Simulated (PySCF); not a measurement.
## EPR parameters of ClH4SSi2

Species: ClH₄SSi₂ (doublet state).
Atom-mapped SMILES: `[SiH3:1][S:2][SiH:3][Cl:4]` (hydrogens: H5, H6, H7 on Si1; H8 on Si3)

Geometry (GFN2-xTB, Å), atoms numbered from 1 in this order:
```
atom  x, y, z in Å
Si1   -1.550    0.087   -0.110
S2     0.069   -1.159    0.563
Si3    1.814    0.012    0.070
Cl4    3.449   -1.089    0.476
H5    -2.727   -0.687    0.242
H6    -1.378    0.291   -1.541
H7    -1.471    1.352    0.610
H8     1.804    1.202    0.911
```

The hyperfine couplings belong to this conformer and change with its torsions.

Method used: UKS B3LYP, pcH-1 on Cl H S Si, non-relativistic, mean-field spin-orbit, GIAO (PySCF). One conformer (not necessarily the lowest) at the GFN2-xTB geometry, without solvent, vibrations or thermal averaging. Couplings are sensitive to structure, and on GFN2-xTB geometries they can be far from those on DFT ones, by a factor of two or more for some ions and for spin on atoms past the first row. No stability test was run, so a lower SCF solution isn't excluded.

- g1, g2, g3: 2.00218, 2.00846, 2.01111
- g_iso: 2.00725
- Form of g: rhombic: the two nearest values differ by 30 % of g3 − g1
- ⟨S²⟩: 0.7518 (exact 0.7500)
- Basis functions: 180

Hyperfine couplings atom by atom, in MHz; T1 to T3 are the principal values of the dipolar part; ρ(0) is the spin density at the nucleus:

| atom | isotope | a_iso | of which spin–orbit | T1 | T2 | T3 | Mulliken spin population | ρ(0) (bohr⁻³) |
| --- | --- | --- | --- | --- | --- | --- | --- | --- |
| Si1 | 29Si | -4.7 | 0.0 | -0.8 | 0.0 | 0.8 | 0.00 | 0.0053 |
| S2 | 33S | 5.0 | 0.2 | -17.2 | -15.3 | 32.5 | 0.13 | 0.0142 |
| Si3 | 29Si | -692.9 | 0.5 | -140.7 | 69.0 | 71.7 | 0.74 | 0.7802 |
| Cl4 | 35Cl | 17.4 | 0.4 | -18.7 | -17.7 | 36.4 | 0.06 | 0.0388 |
| H5 | 1H | -1.3 | 0.0 | -1.1 | -0.7 | 1.9 | 0.00 | -0.0003 |
| H6 | 1H | 2.1 | 0.0 | -2.0 | -1.3 | 3.3 | 0.00 | 0.0005 |
| H7 | 1H | 0.8 | 0.0 | -1.4 | -1.0 | 2.4 | 0.00 | 0.0002 |
| H8 | 1H | 156.6 | 0.0 | -6.7 | -0.2 | 6.9 | 0.07 | 0.0350 |

The Mulliken spin populations are largest on Si3 (+0.74), S2 (+0.13), H8 (+0.07) and Cl4 (+0.06). Si3 is the only atom above +0.15. The angles at Si3 add up to 325.7°, so it is pyramidal.

Under fast tumbling the dipolar parts average out, and these isotropic splittings remain: 1 × 1H (H8, I = 1/2, 2 lines) with 5.57 mT and 1 × 35Cl (Cl4, I = 3/2, 4 lines) with 0.62 mT.

Main isotope only: 35Cl (natural samples also hold 24 % 37Cl, magnetic too, which adds its own pattern).

The 33S coupling of S2 (5.0 MHz) shows only in satellite lines or after enrichment, since that isotope makes up about 0.76 % of natural sulfur.

The 29Si coupling of Si3 (-692.9 MHz) shows only in satellite lines or after enrichment, since that isotope makes up about 4.7 % of natural silicon.

Hardware: one thread, Arm Neoverse V1 (aarch64) (shared host). Cost: 26 s of wall time (grids of density and orbitals included), 0.64 GiB resident at most.
